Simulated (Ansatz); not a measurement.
Species: C$_{2}$H$_{4}$B$_{2}$, SMILES `C=BB=C` (C–B–B–C torsion 13°) (charge 0, multiplicity 1).

Task: Give a relaxed geometry from CAM-B3LYP-D3(BJ)/def2-TZVP (Ansatz, a first-principles code).

Result: This is not unique; one that fits is the end point of this relaxation, one of several conformers (outside a Z-matrix the atoms follow the SMILES, hydrogens last).
Cartesian coordinates (Å) in one orientation:
```xyz
8

C     -2.045     0.298    -0.640
B     -0.745     0.109    -0.218
B      0.743    -0.108     0.261
C      2.045    -0.298     0.677
H     -2.669     1.106    -0.274
H     -2.523    -0.350    -1.366
H      2.891     0.157     0.173
H      2.304    -0.913     1.532
```
